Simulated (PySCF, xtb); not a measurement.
BF2, SMILES F[B-]F (connectivity only; charge and spin as stated), charge -1, multiplicity 1.

GFN2-xTB run with xtb at its own geometry gives an orbital gap of 2.73 eV.

The structure is a stationary point at PBE0-D3(BJ)/def2-TZVPD.

Q: What does PySCF with PBE/def2-TZVPD give? (An estimate is asked for; the answer gives what the named calculation found.)

A: gap 2.55 eV (levels 1.42 and 3.97 eV).
